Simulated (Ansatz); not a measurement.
Consider the formal loss of a carbene: `CC(=O)C(C)C(C)=O` → `CC(=O)CC(C)=O` + `[CH2]` (triplet).

Program: Ansatz. Geometries: PBE0-D4/def2-TZVP. ΔE: electronic, gas phase. CCSD(T)/CBS is the MP2 limit (def2-TZVPP, def2-QZVPP) plus CCSD(T) − MP2 in def2-TZVPP, frozen cores. This one scheme is used for every species. Functionals use def2-TZVPP. B3LYP here is the variant with VWN-RPA as its local correlation; programs differ in this. Triplets are unrestricted, without spin–orbit coupling. One conformer a species, not always the lowest.

`CC(=O)C(C)C(C)=O`:

Z-matrix (Å, degrees):
```
C
C 1 1.498
H 1 1.093 2 110.2
H 1 1.088 2 110.5 3 123.1
H 1 1.095 2 108.9 3 -116.7
O 2 1.205 1 123.2 3 -133.2
C 2 1.531 1 115.8 3 45.3
C 7 1.518 2 111.7 1 150.7
C 7 1.531 2 105.2 1 -84.5
H 7 1.093 2 108.1 1 27.4
H 8 1.092 7 111.1 2 174.6
H 8 1.091 7 110.1 2 -65.9
H 8 1.090 7 111.1 2 52.9
C 9 1.500 7 117.2 2 -86.8
O 9 1.206 7 120.2 2 90.8
H 14 1.088 9 109.6 7 170.1
H 14 1.093 9 110.2 7 48.1
H 14 1.093 9 110.0 7 -69.4
```

`CC(=O)CC(C)=O`:

Cartesian coordinates in Å:
```
C -0.408 0.038 -2.189
C -0.429 0.747 -0.869
O -1.354 1.421 -0.494
C 0.786 0.526 0.023
C 0.499 -0.704 0.874
C -0.210 -0.450 2.169
O 0.796 -1.805 0.486
H 0.368 0.479 -2.823
H -1.375 0.122 -2.681
H -0.135 -1.010 -2.041
H 0.916 1.410 0.646
H 1.677 0.327 -0.573
H -1.072 0.202 1.999
H 0.460 0.085 2.849
H -0.519 -1.389 2.624
```

`[CH2]` (triplet):

Z-matrix (Å, degrees):
```
C
H 1 1.079
H 1 1.079 2 134.9
```

| level | ΔE (kcal/mol) | difference from CCSD(T)/CBS |
| --- | --- | --- |
| PBE-D4 | 105.8 | 0.6 |
| PBE0-D4 | 104.0 | -1.2 |
| ωB97M-V | 105.6 | 0.4 |
| r2SCAN | 98.6 | -6.6 |
| B3LYP | 98.9 | -6.3 |
| HF/def2-TZVPP | 67.7 | -37.5 |
| SCS-MP2/def2-TZVPP | 105.7 | 0.5 |
| CCSD/def2-TZVPP | 99.7 | -5.5 |
| SCS-MP2/def2-QZVPP | 107.4 | 2.2 |
| MP2/CBS(def2) | 108.6 | 3.4 |
| CCSD(T)/CBS | 105.2 | 0 |

Largest T1 diagnostic among the species: 0.015.

In def2-TZVPP, CCSD(T) changes the Hartree–Fock value by +35.0 kcal/mol (the triples alone add +3.1 kcal/mol) and MP2 by +38.4 kcal/mol. From PBE to PBE0 (25 % exact exchange), in def2-TZVPP and without D4, ΔE moves by −1.5 kcal/mol. The D4 term adds +3.6 kcal/mol with B3LYP and +2.0 kcal/mol with PBE0; it sums over pairs of atoms, weighted by their polarisabilities, and B3LYP, whose exchange is more repulsive, gets the larger term.
